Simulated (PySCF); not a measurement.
# CsIn: energy against distance

Set-up: basis Cs def2-SVP with ECP46, In def2-SVP with ECP28; scalar-relativistic core potentials; PySCF 2.14. Energies in eV from Cs + In in their ground configurations at the same level. All curves are PBE0. state 1: ¹Σ⁺ (singlet), closed shell, a second solution, started from another occupation; state 2: Ms = 0 determinant of mixed spin (⟨S²⟩ near 1.0), unpaired electrons σ ↓, π ↑, a second solution, started from another occupation.

| R (Å) | state 1 | state 2 |
| --- | --- | --- |
| 3.310 | 0.1759 | -0.1638 |
| 3.464 | -0.0631 | -0.2893 |
| 3.618 | -0.2236 | -0.3599 |
| 3.733 | -0.3044 | -0.3871 |
| 3.849 | -0.3589 | -0.3983 |
| 3.965 | -0.3921 | -0.3976 |
| 4.118 | -0.4105 | -0.3841 |
| 4.311 | -0.4029 | -0.3548 |
| 4.542 | -0.3637 | -0.3116 |
| 4.850 | -0.2820 | -0.2527 |

Question: Put a parabola through the three lowest points of the state 1 curve and estimate Re, k and ωe (reduced mass 61.63 u; 1 eV/Å² = 0.16022 mdyn/Å; ωe = 1302.8·√(k/μ) cm⁻¹).

Answer: Through R = 3.965, 4.118, 4.311 Å the second-order coefficient is 0.461 eV/Å², so Re ≈ 4.172 Å, k ≈ 0.148 mdyn/Å and ωe ≈ 64 cm⁻¹. A polynomial fit of higher order to the unrounded PBE0 energies gives Re = 4.163 Å, k = 0.137 mdyn/Å, ωe = 61.3 cm⁻¹; anharmonicity and rounding make the difference.

The higher-order fit for each curve: state 1: Re = 4.163 Å, ωe = 61.3 cm⁻¹, minimum 0.411 eV below the ground-state fragments; state 2: Re = 3.898 Å, ωe = 58.2 cm⁻¹, minimum 0.399 eV below the ground-state fragments.

Closed-shell solutions of metal pairs were not tested for spin polarisation, which can lower them a little. These are scalar-relativistic numbers at best; spin–orbit coupling would shift them, the dissociation energy most.
